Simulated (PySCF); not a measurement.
## Correlation energy of Li (lithium, neutral)

[He] 2p1, 2P determinant (an excited configuration). All numbers are calculated (PySCF 2.14, the spin-free X2C one-electron Hamiltonian (Gaussian nucleus), in ANO-RCC-VTZP). Frozen: nothing; 3 electrons correlated.

| level | correlation energy (mhartree) |
| --- | --- |
| CCSD | -36.48 |
| (T) | -0.01 |
| CCSD(T) | -36.49 |
| CCSDT | -36.49 |
| FCI | -36.49 |

Diagnostics: T1 = 0.0029, D1 = 0.0068, largest double amplitude 0.032, weight of the Hartree-Fock determinant in FCI 0.9965 (13050 determinants).

Cost of the coupled-cluster step: about 0.3 core-seconds, for 3 correlated electrons.

The basis was made for the ground configuration and has no added diffuse functions, which can raise the energy of the promoted electron.
